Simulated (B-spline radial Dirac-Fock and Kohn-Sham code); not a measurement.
## The free arsenic atom: differential elastic cross section for electrons at 42.3 keV

These are calculated numbers from a radial finite-basis atomic code; the model is relativistic (Dirac) partial waves in the static field of the Dirac-Fock atom with Furness-McCarthy exchange, without polarisation or absorption potentials.

```
θ (°)  dσ/dΩ (a₀²/sr)  Sherman function
    0             207             0.000
  0.5             164             0.000
    1            93.8             0.000
    2            26.9             0.000
    4            5.21             0.000
    8           0.646             0.000
   12           0.159             0.001
   16          0.0581             0.001
   24          0.0138             0.000
   32         0.00495            -0.002
   45         0.00146            -0.012
   60        0.000531            -0.029
   75        0.000249            -0.049
   90        0.000138            -0.068
  105        8.71e-05            -0.082
  120        6.09e-05            -0.086
  135        4.66e-05            -0.079
  150        3.86e-05            -0.060
  165        3.46e-05            -0.033
  180        3.34e-05             0.000
```

The total elastic cross section is 0.537 a₀², the first transport cross section 0.00425 a₀² and the second, weighted with (3/2) sin²θ, 0.0103 a₀². The mean deflection is ⟨1 − cos θ⟩ = 0.00792, and 0.080 % of the collisions scatter beyond 90°.
